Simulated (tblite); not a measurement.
Compound: C4H3FNO (doublet state).
Numbering: `[NH:1][C:2](=[O:3])[C:4]1=[C:5]([F:6])[CH2:7]1` (hydrogens: H8 on N1; H9, H10 on C7)

Geometry (GFN2-xTB, Å), atoms numbered from 1 in this order:
```xyz
10
C4H3FNO angstrom
N      1.8930   -0.9342   -0.1734
C      1.3136    0.1916    0.1388
O      2.0358    1.1470    0.4747
C     -0.1276    0.2486    0.0710
C     -1.2619    0.8827    0.1996
F     -1.9339    1.9595    0.4999
C     -1.4041   -0.5220   -0.2551
H      2.9035   -0.9604   -0.1230
H     -1.6492   -0.7302   -1.2903
H     -1.7603   -1.2780    0.4353
```

Computed values, GFN2-xTB/tblite, gas phase, harmonic and unscaled. The method is semi-empirical: single wavenumbers can be off by several per cent or more. One conformer, not necessarily the lowest. Open shells enter through the occupations alone, without spin polarisation, and single modes of such species can be off by tens of per cent.

Harmonic wavenumbers (cm⁻¹): 52.0, 121.1, 185.8, 319.2, 361.5, 393.5, 496.6, 547.6, 642.7, 681.7, 771.6, 916.7, 991.8, 1019.7, 1040.2, 1168.3, 1244.0, 1418.5, 1457.7, 1478.8, 1939.7, 3026.2, 3032.3, 3414.6.

A = 5788, B = 1752, C = 1357 MHz; mass 100.020 u (most abundant isotopes); point group Cs, symmetry number 1; spin multiplicity 2.

Task: Zero-point energy?

Result: ½Σν̃ = 13361 cm⁻¹ = 38.20 kcal/mol.

Task: Entropy at 400 K, 1 bar (ideal gas, RRHO, classical rotation)?

Result: Translation 41.20, rotation 28.43, vibration 22.09, spin (R ln 2) 1.38: S = 93.1 cal/(mol K).

Task: And Cp and H(400 K) − H(0)?

Result: Cp = 30.62 cal/(mol K), of which vibrations give 22.67 (their classical limit is 24 R = 47.7); H(400 K) − H(0) = 7.84 kcal/mol without the zero-point energy, 4.66 from vibrations.

Task: Blend soft modes into free rotors: weight 1/[1 + (100 cm⁻¹/ν̃)⁴] for the oscillator and the rest for a rotor with moment μB/(μ + B), μ = h/(8π²ν), B = 10⁻⁴⁴ kg m². What vibrational entropy results?

Result: 20.43 cal/(mol K) in place of 22.09, which changes −T·S at 400 K by +0.66 kcal/mol.

Task: How do the functions run with temperature in this model?

Result: 
| T (K) | S (cal/(mol K)) | Cp (cal/(mol K)) | H − H(0) (kcal/mol) | G − H(0) (kcal/mol) | ln q(vib) |
| --- | --- | --- | --- | --- | --- |
| 150 | 70.6 | 16.7 | 1.82 | -8.77 | 1.62 |
| 250 | 80.6 | 22.8 | 3.80 | -16.35 | 3.05 |
| 298.15 | 84.9 | 25.5 | 4.97 | -20.33 | 3.76 |
| 600 | 107.0 | 37.8 | 14.73 | -49.46 | 8.12 |
| 900 | 123.6 | 44.1 | 27.11 | -84.15 | 12.08 |

q(vib) and H(0) count from the zero-point level.

Task: What must be added to the electronic energy to get the Gibbs energy at 400 K and 1 bar?

Result: ZPE + [H(400 K) − H(0)] − T·S = 38.20 + 7.84 − 37.24 = 8.80 kcal/mol.

Task: Which modes carry the vibrational entropy at 400 K?

Result: 52.0 cm⁻¹: 5.32; 121.1 cm⁻¹: 3.65; 185.8 cm⁻¹: 2.82; 319.2 cm⁻¹: 1.82; 361.5 cm⁻¹: 1.60; 393.5 cm⁻¹: 1.45 cal/(mol K); the other 18 give 5.42 together.

Hindered rotation and anharmonicity are outside this model. Other conformers, if any are populated, would add a mixing term that is left out.
